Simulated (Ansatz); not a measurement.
Level of theory: B3LYP-D3(BJ)/def2-SVP (Ansatz, an electronic-structure program). No frequencies were computed at this level.

Ansatz 0.2 input:
```yaml
crystal:
  periodic: [false, false, false]
  atoms:
    - { symbol: In, position_ang: [0.154291, 0.302506, -0.382684] }
    - { symbol: C, position_ang: [-0.697404, -1.504578, -1.403814] }
    - { symbol: H, position_ang: [-1.760465, -1.601124, -1.185522] }
    - { symbol: H, position_ang: [-0.186101, -2.411606, -1.083949] }
    - { symbol: H, position_ang: [-0.581349, -1.40363, -2.482242] }
    - { symbol: C, position_ang: [-0.71958, 2.304428, -0.80088] }
    - { symbol: H, position_ang: [-1.796558, 2.223224, -0.943184] }
    - { symbol: H, position_ang: [-0.282173, 2.725123, -1.706831] }
    - { symbol: H, position_ang: [-0.521879, 2.98513, 0.026165] }
    - { symbol: C, position_ang: [2.110264, 0.146797, 0.705812] }
    - { symbol: H, position_ang: [2.050064, 0.643821, 1.673571] }
    - { symbol: H, position_ang: [2.892346, 0.633077, 0.123643] }
    - { symbol: H, position_ang: [2.3901, -0.894831, 0.85921] }
    - { symbol: O, position_ang: [-0.361711, -1.846179, 1.977201] }
    - { symbol: C, position_ang: [-0.652072, -0.834092, 1.582711] }
basis:
  gaussian: { orbitals: def2-svp }
hamiltonian:
  xc: b3lyp
  dispersion: d3bj
relax:
  max_steps: 150
```

Output:

```
[...]
relax step   4: F+E_penalty+E_count = -11512.42598442 eV  Δ(F+E_penalty+E_count) = -2.960e-2 eV  max|allowed force component| = 3.524e-1 eV/Å  Δτ_max = 0.1937 Å  (30 SCF iters, accepted)
these checks for a lower state are left out or cut short: starts, cluster_reference, orbital_swaps, neighbouring_geometries, increment
1652 factors; integrals over basis functions are off by at most 4.2e-4 eV
mean field -11511.90067970 eV, -423.0545469323 hartree, gradient 2.0e-5 eV, S^2 0.000000; 0 other end points of the search recorded, 0 dependent functions left out
reference -11511.90097321 eV, -423.0545577189 hartree; 31, 31 occupied and 110, 110 virtual orbitals, 1652 factors
relax step   5: F+E_penalty+E_count = -11512.43844505 eV  Δ(F+E_penalty+E_count) = -1.246e-2 eV  max|allowed force component| = 2.286e-1 eV/Å  Δτ_max = 0.2000 Å  (29 SCF iters, accepted)
these checks for a lower state are left out or cut short: starts, cluster_reference, orbital_swaps, neighbouring_geometries, increment
1652 factors; integrals over basis functions are off by at most 4.2e-4 eV
mean field -11511.91202595 eV, -423.0549638993 hartree, gradient 1.1e-5 eV, S^2 0.000000; 0 other end points of the search recorded, 0 dependent functions left out
reference -11511.91231967 eV, -423.0549746933 hartree; 31, 31 occupied and 110, 110 virtual orbitals, 1652 factors
relax step   6: F+E_penalty+E_count = -11512.44650902 eV  Δ(F+E_penalty+E_count) = -8.064e-3 eV  max|allowed force component| = 1.856e-1 eV/Å  Δτ_max = 0.1889 Å  (30 SCF iters, accepted)
these checks for a lower state are left out or cut short: starts, cluster_reference, orbital_swaps, neighbouring_geometries, increment
1652 factors; integrals over basis functions are off by at most 4.2e-4 eV
mean field -11511.91880815 eV, -423.0552131407 hartree, gradient 5.5e-6 eV, S^2 0.000000; 0 other end points of the search recorded, 0 dependent functions left out
reference -11511.91910232 eV, -423.0552239513 hartree; 31, 31 occupied and 110, 110 virtual orbitals, 1652 factors
relax step   7: F+E_penalty+E_count = -11512.45074590 eV  Δ(F+E_penalty+E_count) = -4.237e-3 eV  max|allowed force component| = 2.577e-1 eV/Å  Δτ_max = 0.1533 Å  (31 SCF iters, accepted)
these checks for a lower state are left out or cut short: starts, cluster_reference, orbital_swaps, neighbouring_geometries, increment
1652 factors; integrals over basis functions are off by at most 4.2e-4 eV
mean field evaluation 64: about -11511.9257 eV, gradient 5.3e-1 eV
mean field -11511.92750620 eV, -423.0555327880 hartree, gradient 1.2e-5 eV, S^2 0.000000; 0 other end points of the search recorded, 0 dependent functions left out
reference -11511.92779982 eV, -423.0555435784 hartree; 31, 31 occupied and 110, 110 virtual orbitals, 1652 factors
relax step   8: F+E_penalty+E_count = -11512.45820256 eV  Δ(F+E_penalty+E_count) = -7.457e-3 eV  max|allowed force component| = 6.471e-2 eV/Å  Δτ_max = 0.1751 Å  (30 SCF iters, accepted)
these checks for a lower state are left out or cut short: starts, cluster_reference, orbital_swaps, neighbouring_geometries, increment
1652 factors; integrals over basis functions are off by at most 4.3e-4 eV
mean field -11511.90230846 eV, -423.0546067884 hartree, gradient 1.3e-5 eV, S^2 0.000000; 0 other end points of the search recorded, 0 dependent functions left out
reference -11511.90260229 eV, -423.0546175861 hartree; 31, 31 occupied and 110, 110 virtual orbitals, 1652 factors
relax step   9: F+E_penalty+E_count = -11512.43112701 eV  Δ(F+E_penalty+E_count) = +2.708e-2 eV  max|allowed force component| = 2.158e0 eV/Å  Δτ_max = 0.1923 Å  (30 SCF iters, rejected (line search))
these checks for a lower state are left out or cut short: starts, cluster_reference, orbital_swaps, neighbouring_geometries, increment
1652 factors; integrals over basis functions are off by at most 4.3e-4 eV
mean field -11511.93049107 eV, -423.0556424800 hartree, gradient 7.8e-6 eV, S^2 0.000000; 0 other end points of the search recorded, 0 dependent functions left out
reference -11511.93078502 eV, -423.0556532825 hartree; 31, 31 occupied and 110, 110 virtual orbitals, 1652 factors
relax step  10: F+E_penalty+E_count = -11512.45993067 eV  Δ(F+E_penalty+E_count) = -1.728e-3 eV  max|allowed force component| = 7.764e-2 eV/Å  Δτ_max = 0.0961 Å  (29 SCF iters, accepted)
these checks for a lower state are left out or cut short: starts, cluster_reference, orbital_swaps, neighbouring_geometries, increment
1652 factors; integrals over basis functions are off by at most 4.3e-4 eV
mean field -11511.93269084 eV, -423.0557233201 hartree, gradient 1.7e-5 eV, S^2 0.000000; 0 other end points of the search recorded, 0 dependent functions left out
reference -11511.93298500 eV, -423.0557341305 hartree; 31, 31 occupied and 110, 110 virtual orbitals, 1652 factors
relax step  11: F+E_penalty+E_count = -11512.46069845 eV  Δ(F+E_penalty+E_count) = -7.678e-4 eV  max|allowed force component| = 3.551e-1 eV/Å  Δτ_max = 0.0976 Å  (30 SCF iters, accepted)
these checks for a lower state are left out or cut short: starts, cluster_reference, orbital_swaps, neighbouring_geometries, increment
1652 factors; integrals over basis functions are off by at most 4.3e-4 eV
mean field evaluation 96: about -11511.9328 eV, gradient 1.2e-5 eV
mean field -11511.93284026 eV, -423.0557288111 hartree, gradient 1.2e-5 eV, S^2 0.000000; 0 other end points of the search recorded, 0 dependent functions left out
reference -11511.93313405 eV, -423.0557396079 hartree; 31, 31 occupied and 110, 110 virtual orbitals, 1652 factors
relax step  12: F+E_penalty+E_count = -11512.46134654 eV  Δ(F+E_penalty+E_count) = -6.481e-4 eV  max|allowed force component| = 3.861e-1 eV/Å  Δτ_max = 0.0583 Å  (29 SCF iters, accepted)
these checks for a lower state are left out or cut short: starts, cluster_reference, orbital_swaps, neighbouring_geometries, increment
1652 factors; integrals over basis functions are off by at most 4.3e-4 eV
mean field -11511.93502637 eV, -423.0558091491 hartree, gradient 2.0e-5 eV, S^2 0.000000; 0 other end points of the search recorded, 0 dependent functions left out
reference -11511.93532001 eV, -423.0558199405 hartree; 31, 31 occupied and 110, 110 virtual orbitals, 1652 factors
relax step  13: F+E_penalty+E_count = -11512.46342187 eV  Δ(F+E_penalty+E_count) = -2.075e-3 eV  max|allowed force component| = 6.943e-3 eV/Å  Δτ_max = 0.0475 Å  (30 SCF iters, accepted)
these checks for a lower state are left out or cut short: starts, cluster_reference, orbital_swaps, neighbouring_geometries, increment
1652 factors; integrals over basis functions are off by at most 4.3e-4 eV
mean field -11511.93563897 eV, -423.0558316621 hartree, gradient 2.5e-5 eV, S^2 0.000000; 0 other end points of the search recorded, 0 dependent functions left out
reference -11511.93593259 eV, -423.0558424522 hartree; 31, 31 occupied and 110, 110 virtual orbitals, 1652 factors
relax step  14: F+E_penalty+E_count = -11512.46384232 eV  Δ(F+E_penalty+E_count) = -4.205e-4 eV  max|allowed force component| = 6.164e-2 eV/Å  Δτ_max = 0.0560 Å  (30 SCF iters, accepted)
these checks for a lower state are left out or cut short: starts, cluster_reference, orbital_swaps, neighbouring_geometries, increment
1652 factors; integrals over basis functions are off by at most 4.3e-4 eV
mean field -11511.93587690 eV, -423.0558404057 hartree, gradient 1.1e-5 eV, S^2 0.000000; 0 other end points of the search recorded, 0 dependent functions left out
reference -11511.93617060 eV, -423.0558511989 hartree; 31, 31 occupied and 110, 110 virtual orbitals, 1652 factors
relax step  15: F+E_penalty+E_count = -11512.46360535 eV  Δ(F+E_penalty+E_count) = +2.370e-4 eV  max|allowed force component| = 3.563e-1 eV/Å  Δτ_max = 0.1005 Å  (29 SCF iters, rejected (line search))
these checks for a lower state are left out or cut short: starts, cluster_reference, orbital_swaps, neighbouring_geometries, increment
1652 factors; integrals over basis functions are off by at most 4.3e-4 eV
mean field -11511.93615725 eV, -423.0558507082 hartree, gradient 1.7e-5 eV, S^2 0.000000; 0 other end points of the search recorded, 0 dependent functions left out
reference -11511.93645087 eV, -423.0558614986 hartree; 31, 31 occupied and 110, 110 virtual orbitals, 1652 factors
relax step  16: F+E_penalty+E_count = -11512.46416882 eV  Δ(F+E_penalty+E_count) = -3.265e-4 eV  max|allowed force component| = 1.446e-1 eV/Å  Δτ_max = 0.0491 Å  (29 SCF iters, accepted)
these checks for a lower state are left out or cut short: starts, cluster_reference, orbital_swaps, neighbouring_geometries, increment
1652 factors; integrals over basis functions are off by at most 4.3e-4 eV
mean field evaluation 128: about -11511.9363 eV, gradient 5.7e-5 eV
mean field -11511.93634110 eV, -423.0558574648 hartree, gradient 2.6e-5 eV, S^2 0.000000; 0 other end points of the search recorded, 0 dependent functions left out
reference -11511.93663472 eV, -423.0558682551 hartree; 31, 31 occupied and 110, 110 virtual orbitals, 1652 factors
relax step  17: F+E_penalty+E_count = -11512.46435563 eV  Δ(F+E_penalty+E_count) = -1.868e-4 eV  max|allowed force component| = 1.224e-1 eV/Å  Δτ_max = 0.0392 Å  (29 SCF iters, accepted)
these checks for a lower state are left out or cut short: starts, cluster_reference, orbital_swaps, neighbouring_geometries, increment
1652 factors; integrals over basis functions are off by at most 4.3e-4 eV
mean field -11511.93640972 eV, -423.0558599863 hartree, gradient 2.6e-5 eV, S^2 0.000000; 0 other end points of the search recorded, 0 dependent functions left out
reference -11511.93670328 eV, -423.0558707747 hartree; 31, 31 occupied and 110, 110 virtual orbitals, 1652 factors
relax step  18: F+E_penalty+E_count = -11512.46451642 eV  Δ(F+E_penalty+E_count) = -1.608e-4 eV  max|allowed force component| = 6.611e-2 eV/Å  Δτ_max = 0.0285 Å  (29 SCF iters, accepted)
these checks for a lower state are left out or cut short: starts, cluster_reference, orbital_swaps, neighbouring_geometries, increment
1652 factors; integrals over basis functions are off by at most 4.6e-4 eV
mean field -11511.93691198 eV, -423.0558784442 hartree, gradient 2.4e-5 eV, S^2 0.000000; 0 other end points of the search recorded, 0 dependent functions left out
reference -11511.93720578 eV, -423.0558892410 hartree; 31, 31 occupied and 110, 110 virtual orbitals, 1652 factors
relax step  19: F+E_penalty+E_count = -11512.46457539 eV  Δ(F+E_penalty+E_count) = -5.897e-5 eV  max|allowed force component| = 4.374e-2 eV/Å  Δτ_max = 0.0500 Å  (30 SCF iters, accepted)
these checks for a lower state are left out or cut short: starts, cluster_reference, orbital_swaps, neighbouring_geometries, increment
1652 factors; integrals over basis functions are off by at most 4.6e-4 eV
mean field -11511.93694344 eV, -423.0558796002 hartree, gradient 2.6e-5 eV, S^2 0.000000; 0 other end points of the search recorded, 0 dependent functions left out
reference -11511.93723722 eV, -423.0558903965 hartree; 31, 31 occupied and 110, 110 virtual orbitals, 1652 factors
relax step  20: F+E_penalty+E_count = -11512.46461341 eV  Δ(F+E_penalty+E_count) = -3.802e-5 eV  max|allowed force component| = 3.169e-2 eV/Å  Δτ_max = 0.0132 Å  (30 SCF iters, accepted)
these checks for a lower state are left out or cut short: starts, cluster_reference, orbital_swaps, neighbouring_geometries, increment
1652 factors; integrals over basis functions are off by at most 4.7e-4 eV
mean field -11511.93683743 eV, -423.0558757044 hartree, gradient 1.1e-5 eV, S^2 0.000000; 0 other end points of the search recorded, 0 dependent functions left out
reference -11511.93713114 eV, -423.0558864983 hartree; 31, 31 occupied and 110, 110 virtual orbitals, 1652 factors
relax step  21: F+E_penalty+E_count = -11512.46465740 eV  Δ(F+E_penalty+E_count) = -4.399e-5 eV  max|allowed force component| = 4.501e-4 eV/Å  Δτ_max = 0.0049 Å  (25 SCF iters, accepted)
1652 factors; integrals over basis functions are off by at most 4.7e-4 eV
mean field evaluation 160: about -11511.9368 eV, gradient 1.1e-5 eV
mean field -11511.93683743 eV, -423.0558757044 hartree, gradient 1.1e-5 eV, S^2 0.000000; 1 other end points of the search recorded, 0 dependent functions left out
reference -11511.93713114 eV, -423.0558864983 hartree; 31, 31 occupied and 110, 110 virtual orbitals, 1652 factors
Total energy: -11512.46495112 eV, -423.0752835246 hartree
Atom 0 at     0.292704     0.209682    -0.497889 Å, force    -0.000138    -0.000241    -0.000034 eV/Å
Atom 1 at    -0.459359    -1.501873    -1.653635 Å, force    -0.000256     0.000193     0.000134 eV/Å
Atom 2 at    -1.559855    -1.520968    -1.665778 Å, force     0.000067     0.000011    -0.000008 eV/Å
Atom 3 at    -0.087678    -2.453246    -1.243357 Å, force     0.000055     0.000053    -0.000082 eV/Å
Atom 4 at    -0.110222    -1.422685    -2.696005 Å, force     0.000033    -0.000215     0.000078 eV/Å
Atom 5 at    -0.827792     2.100431    -0.490942 Å, force    -0.000057     0.000171     0.000093 eV/Å
Atom 6 at    -1.911715     1.920962    -0.557899 Å, force     0.000003    -0.000129    -0.000039 eV/Å
Atom 7 at    -0.530081     2.706638    -1.361909 Å, force    -0.000150     0.000074     0.000067 eV/Å
Atom 8 at    -0.615532     2.685277     0.417074 Å, force     0.000016    -0.000017    -0.000015 eV/Å
Atom 9 at     2.291718     0.121010     0.411153 Å, force    -0.000041     0.000307     0.000275 eV/Å
Atom 10 at     2.363814     0.793347     1.279692 Å, force     0.000043    -0.000015     0.000008 eV/Å
Atom 11 at     3.045204     0.439458    -0.327459 Å, force     0.000206    -0.000221     0.000127 eV/Å
Atom 12 at     2.539821    -0.903531     0.727899 Å, force    -0.000013    -0.000098    -0.000105 eV/Å
Atom 13 at    -1.448375    -1.032938     2.780549 Å, force     0.000450     0.000267    -0.000252 eV/Å
Atom 14 at    -0.944879    -0.673497     1.837715 Å, force    -0.000216    -0.000139    -0.000246 eV/Å
Dipole moment:    -0.115346    -0.082285     0.217840 e Å
```

Cost: roughly 5 core-minutes.
